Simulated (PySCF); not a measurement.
# Ho⁴³⁺ (holmium, charge +43) across methods

[Ar] 3d6, high-spin 5D determinant. Calculation: PySCF 2.14, in an even-tempered Gaussian basis (18 s from 8.8 bohr⁻², ratio 2.5; 13 p from 11 bohr⁻², ratio 2.5; 8 d from 11 bohr⁻², ratio 2.5; 4 f from 45 bohr⁻², ratio 2.7; 3 g from 67 bohr⁻², ratio 2.7); the spin-free X2C one-electron Hamiltonian (Gaussian nucleus).

```
method   E (hartree)  mean ε 3p β (eV)  mean ε 3d α (eV)  mean ε 3d β (eV)  Σ⟨r²⟩ (bohr²)   ⟨S²⟩
r2SCAN     -11196.91           -3802.6           -3452.8           -3428.9         0.7627  6.000
   PBE     -11196.42           -3797.0           -3446.7           -3424.5         0.7631  6.000
  PBE0     -11196.42           -3811.7           -3463.4           -3439.1         0.7630  6.000
 TPSSh     -11196.73           -3804.1           -3453.3           -3431.1         0.7631  6.000
   LDA     -11187.21           -3795.7           -3446.1           -3422.0         0.7636  6.000
revPBE     -11196.98           -3797.1           -3446.8           -3424.6         0.7630  6.000
   UHF  -11195.16634           -3853.5           -3511.4           -3480.8         0.7626  6.000
```

Spin-orbit coupling is strong in this species (close to jj coupling), so the high-spin LS determinant is a model state, not a physical level.
